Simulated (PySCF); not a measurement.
CH5NOSi.
Numbering: `[NH2:1][SiH2:2][CH:3]=[O:4]` (hydrogens: H5, H6 on N1; H7, H8 on Si2; H9 on C3)

The calculation used PySCF, PBE0-D3(BJ)/def2-SVP geometry optimisation, gas phase.

(1) Give the optimised bond lengths and angles.

Results:

(1) 
```json
{"bond": "N1–Si2", "length (Å)": "1.729", "order": "single"}
{"bond": "Si2–C3", "length (Å)": "1.931", "order": "single"}
{"bond": "C3=O4", "length (Å)": "1.206", "order": "double"}
{"bond": "N1–H5, N1–H6", "length (Å)": "1.014", "order": "single"}
{"bond": "Si2–H7, Si2–H8", "length (Å)": "1.495", "order": "single"}
{"bond": "C3–H9", "length (Å)": "1.130", "order": "single"}
```

Bonds in one row agree within 0.01 Å and their mean is given. Orders are formal, as drawn. A selection of angles:
```json
{"angle": "Si2–N1–H5", "degrees": "119.1"}
{"angle": "Si2–N1–H6", "degrees": "121.0"}
{"angle": "H5–N1–H6", "degrees": "110.6"}
{"angle": "N1–Si2–C3", "degrees": "110.3"}
{"angle": "N1–Si2–H7", "degrees": "116.6"}
{"angle": "N1–Si2–H8", "degrees": "106.9"}
{"angle": "C3–Si2–H7", "degrees": "106.4"}
{"angle": "C3–Si2–H8", "degrees": "107.1"}
{"angle": "H7–Si2–H8", "degrees": "109.2"}
{"angle": "Si2–C3–O4", "degrees": "121.6"}
{"angle": "Si2–C3–H9", "degrees": "118.2"}
{"angle": "O4–C3–H9", "degrees": "120.2"}
```

Torsions: N1–Si2–C3–O4 -163° (antiperiplanar). The mirror-image conformer, all signs reversed, is as good.

Si2 (SiH2 silicon) is distorted tetrahedral (angles from 106.4° to 116.6°). N1 (silicon-bound nitrogen) has angles 121.0°, 119.1° and 110.6°, sum 350.7°, 0.21 Å off the plane of its three neighbours.

Point group: C1 (no symmetry element, even within 0.4 Å). Not checked by PBE0-D3(BJ)/def2-SVP frequencies. One conformer, not necessarily the lowest (H–N1–Si2–C3 -141° and 75°, N1–Si2–C3–O4 -163°).
